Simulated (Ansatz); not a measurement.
Consider the ligand exchange at a Ge–O bond: `C=C(N)[O][GeH3]` + `C=N` → `C=[N][GeH3]` + `C=C(N)O`.

Program: Ansatz. Geometries: PBE0-D4/def2-TZVP. ΔE: electronic, gas phase. CCSD(T)/CBS adds triple-zeta CCSD(T) − MP2 to the extrapolated MP2 energy (def2 sets, frozen cores). This one scheme is used for every species. DFT in def2-TZVPP. For Ge outer-core shells are correlated without core-valence functions, which leaves a few kJ/mol of doubt a bond. Scalar relativity is left out up to krypton. One conformer a species, not always the lowest.

`C=C(N)[O][GeH3]`:

```xyz
12

C    -1.093    1.120   -1.277
C    -0.527    0.527   -0.225
N    -1.174   -0.340    0.657
O     0.782    0.681    0.059
Ge    1.756   -0.786    0.459
H    -0.484    1.665   -1.983
H    -2.162    1.072   -1.432
H    -1.040   -0.089    1.628
H    -2.153   -0.465    0.448
H     1.489   -1.217    1.909
H     3.192   -0.272    0.302
H     1.415   -1.896   -0.544
```

`C=N`:

Z-matrix (Å, degrees):
```
C
N 1 1.261
H 1 1.096 2 124.9
H 1 1.092 2 118.8 3 -180.0
H 2 1.021 1 111.0 3 -0.0
```

`C=[N][GeH3]`:

Z-matrix (Å, degrees):
```
Ge
N 1 1.863
H 1 1.534 2 107.5
H 1 1.534 2 107.4 3 -118.6
H 1 1.546 2 110.2 3 120.7
C 2 1.258 1 119.3 3 -120.8
H 6 1.097 2 119.6 1 180.0
H 6 1.103 2 125.1 1 0.0
```

`C=C(N)O`:

Cartesian coordinates in Å:
```
C -0.379 0.119 -1.132
C 0.122 -0.132 0.083
N -0.489 0.138 1.286
O 1.307 -0.749 0.307
H -1.320 0.635 -1.249
H 0.131 -0.221 -2.023
H 0.154 0.333 2.037
H -1.251 0.793 1.233
H 1.725 -0.915 -0.542
```

```tsv
level	ΔE (kJ/mol)
r2SCAN-D4	20.9
MP2/def2-TZVPP	25.3
CCSD(T)/def2-TZVPP	28.3
MP2/CBS(def2)	22.3
```

**Question.** What does CCSD(T)/CBS give? (An estimate is asked.)

**Answer.** Ansatz gave: +25.3 kJ/mol. The listed levels differ from it by -4.4, 0.0, 3.0, -3.0 kJ/mol.

Largest T1 diagnostic among the species: 0.013.

The D4 term adds +4.4 kJ/mol with B3LYP and +2.6 kJ/mol with PBE0; it sums over pairs of atoms, weighted by their polarisabilities, and B3LYP, whose exchange is more repulsive, gets the larger term.

B3LYP here is the variant with VWN-RPA as its local correlation; programs differ in this.
